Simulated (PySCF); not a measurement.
# One molecule, several mistakes: Al2H5NSi

Calculated results; nothing here was measured. They come from PySCF 2.14.0, an open-source quantum chemistry program, on an isolated molecule that a program drew, which may never have been made. The molecule is Al2H5NSi (charge 0, singlet), drawn as the SMILES string `[Al][N]([AlH2])[SiH3]`.

Each row is a Hartree-Fock (HF) and frozen-core CCSD(T) single point in the cc-pV(D+d)Z basis, meant for a local HF minimum. Run 1 is clean. Each other run has one planted mistake out of seven kinds, and not every kind appears here: one electron removed, one electron added, multiplicity raised by two, geometry at a saddle point, minimal basis STO-3G, one bond length entered in bohr, all coordinates scaled. The reference is restricted for singlets and unrestricted otherwise, and also for a bond in bohr. Adding or removing an electron swaps singlet and doublet. Electrons count all cores. HOMO and LUMO are orbital energies over both spins, the gradient is its largest component, and the lowest frequency (negative if imaginary) is given only where the gradient is small. Bond lengths are over the 8 bonds as drawn. T1 is the CCSD diagnostic: over 0.02 (restricted) or 0.045 (unrestricted) a single reference is doubtful.

Geometry of the clean run:
```xyz
9
Al2H5NSi, angstrom
Al   -0.4795    3.0170   -0.4885
N    -0.0997    1.3473    0.1644
Al    0.1783    1.1244    1.9265
Si   -0.0139   -0.0011   -0.9341
H     0.5063   -0.3024    2.5103
H     0.0786    2.4096    2.8399
H     1.3236   -0.6416   -0.9350
H    -1.0144   -1.0489   -0.6175
H    -0.2853    0.4785   -2.3161
```

```
run,electrons,basis functions,<S^2>,HOMO (eV),LUMO (eV),gradient (hartree/bohr),lowest frequency (cm^-1),mean bond (Å),longest bond (Å),T1,HF (hartree),CCSD(T) (hartree),mistake
1,52,108,0.000,-8.33,1.46,1.8e-05,99,1.6227,1.833,0.0149,-830.20747,-830.65852,no fault
2,52,108,0.000,-8.26,1.53,2.3e-02,-,1.5724,1.776,0.0141,-830.19898,-830.64682,all coordinates scaled
3,52,37,0.000,-4.21,9.68,4.0e-02,-,1.6227,1.833,0.0183,-820.30809,-820.51358,minimal basis STO-3G
4,51,108,0.759,-15.56,-6.67,5.5e-02,-,1.6227,1.833,0.0204,-829.93324,-830.35110,one electron removed
5,52,108,1.002,-7.77,0.54,1.8e-02,-,1.8226,3.397,0.0653,-830.06054,-830.49822,?
```

**Which mistake was planted in run 5, and what did it cost?**

The mean bond changes by a factor of 1.123 and the longest by 1.853, so the molecule wasn't scaled as a whole. A length L in bohr read as angstrom grows by (1/0.5292 - 1) L = 0.890 L. The 8 bonds together grew by 8 x 0.1999 = 1.599 Å, which gives L = 1.797 Å. That is bond N2-Al3, 1.798 Å in the clean geometry. So the mistake is: one bond length entered in bohr. Subtracting run 1 and multiplying by 627.51 kcal/mol a hartree, the energy moved by 92.2 kcal/mol in HF and 100.6 kcal/mol in CCSD(T).

Cautions from the logs. Run 5: T1 is over the limit, so its CCSD(T) energy is less reliable.
